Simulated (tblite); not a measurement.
CH4O5Si.
Z-matrix (Å and degrees, GFN2-xTB geometry), rows numbered from 1:
```
O 
C   1  1.1980
O   2  1.3048  1  126.45
Si  3  1.6958  2  125.01  1     3.25
O   4  1.6106  3  107.98  2    92.73
O   4  1.6106  3  105.67  2  -150.55
O   4  1.6073  3  110.03  2   -29.18
H   2  1.1051  1  122.83  3  -179.44
H   5  0.9536  4  120.59  3    79.93
H   6  0.9536  4  120.61  3    71.11
H   7  0.9606  4  117.40  3    41.22
```

Calculated harmonic vibrations of the isolated species, GFN2-xTB (tblite), most abundant isotopes, no scaling. Against measured fundamentals such values can be off by several per cent, at times by over 20. One conformer, not necessarily the lowest.

Harmonic wavenumbers (cm⁻¹): 46.8, 141.0, 162.7, 182.8, 212.3, 240.2, 286.6, 292.6, 308.3, 345.4, 415.4, 612.7, 737.0, 815.0, 843.0, 847.1, 896.4, 950.1, 995.7, 1018.4, 1221.7, 1372.1, 1770.2, 2804.7, 3549.8, 3673.9, 3677.3.

A = 3700, B = 1683, C = 1621 MHz; mass 123.983 u (most abundant isotopes); point group C1, symmetry number 1.

Q: What is the zero-point energy?

A: Half the sum of the wavenumbers: 14210 cm⁻¹ = 169.99 kJ/mol.

Q: What is S at 298.15 K and 1 bar for an ideal gas of classical rigid rotors and harmonic oscillators?

A: Translation 168.97, rotation 116.55, vibration 102.66: S = 388.2 J/(mol K).

Q: And Cp and H(298.15 K) − H(0)?

A: Cp = 137.33 J/(mol K), of which vibrations give 104.08 (their classical limit is 27 R = 224.5); H(298.15 K) − H(0) = 26.58 kJ/mol without the zero-point energy, 16.66 from vibrations.

Q: What must be added to the electronic energy to get the Gibbs energy at 298.15 K and 1 bar?

A: ZPE + [H(298.15 K) − H(0)] − T·S = 169.99 + 26.58 − 115.74 = 80.83 kJ/mol.

Q: Which modes carry the vibrational entropy at 298.15 K?

A: 46.8 cm⁻¹: 20.70; 141.0 cm⁻¹: 11.67; 162.7 cm⁻¹: 10.54; 182.8 cm⁻¹: 9.62; 212.3 cm⁻¹: 8.47; 240.2 cm⁻¹: 7.54 J/(mol K); the other 21 give 34.12 together.

Q: Blend soft modes into free rotors: weight 1/[1 + (100 cm⁻¹/ν̃)⁴] for the oscillator and the rest for a rotor with moment μB/(μ + B), μ = h/(8π²ν), B = 10⁻⁴⁴ kg m². What vibrational entropy results?

A: 97.11 J/(mol K) in place of 102.66, which changes −T·S at 298.15 K by +1.66 kJ/mol.

Q: How do the functions run with temperature in this model?

A: 
```tsv
T (K)	S (J/(mol K))	Cp (J/(mol K))	H − H(0) (kJ/mol)	G − H(0) (kJ/mol)	ln q(vib)
150	309.3	94.7	9.20	-37.19	2.23
250	365.1	125.1	20.25	-71.02	4.53
400	431.7	158.7	41.70	-130.97	7.86
600	501.7	185.8	76.42	-224.59	11.88
900	581.7	208.1	135.84	-387.68	17.05
```

q(vib) and H(0) count from the zero-point level.

Hindered rotation and anharmonicity are outside this model. Other conformers, if any are populated, would add a mixing term that is left out. The structure is chiral; the term R ln 2 for an equal mix with its mirror image is left out.
